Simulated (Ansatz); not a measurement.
## H8NPSi2: where a starting geometry ends

The starting geometry of this gas-phase singlet was optimised with GFN2-xTB; its bonds are those of `[SiH3]N[SiH2]P`.

```xyz
12

N    -0.9358    0.3188   -0.4997
P     1.9025    1.6858   -0.7327
Si   -2.5858   -0.1891   -0.3338
Si   -0.2804    1.8984   -0.2803
H    -2.5434   -1.6462   -0.2281
H    -3.1127    0.4481    0.8702
H    -3.3666    0.2301   -1.5017
H    -0.2899   -0.3868   -0.8160
H    -0.9734    2.8593   -1.1506
H    -0.4285    2.3317    1.1139
H     1.7877    1.9751   -2.0796
H     2.2095    2.9948   -0.4204
```

Problem. Predict what becomes of its bonds when it is optimised with B3LYP/6-31G*.

Solution. It keeps its bonds, and is `[SiH3]N[SiH2]P`.

The energy falls by 0.20 eV over 30 steps:

```tsv
step	E − E(last) (eV)
1	0.196
4	0.058
7	0.035
11	0.007
14	0.003
17	0.001
20	0.001
24	0.000
27	0.000
30	0.000
```

Final geometry (Å):

```xyz
12

N    -0.9362    0.3234   -0.0184
P     1.8973    1.6927   -0.9952
Si   -2.5419   -0.1600   -0.5035
Si   -0.1849    1.8942   -0.0932
H    -2.4971   -1.5434   -1.0518
H    -3.5370   -0.1589    0.6080
H    -3.0133    0.7860   -1.5461
H    -0.3951   -0.3944    0.4575
H    -1.1089    2.7624   -0.8687
H     0.0250    2.5085    1.2507
H     1.4767    1.7242   -2.3554
H     2.1986    3.0851   -0.9425
```

Frequencies at the end are all real (lowest 36 cm⁻¹). Run with Ansatz 0.2.0, 110 s on 1 thread of Arm Neoverse V2, on a shared host.
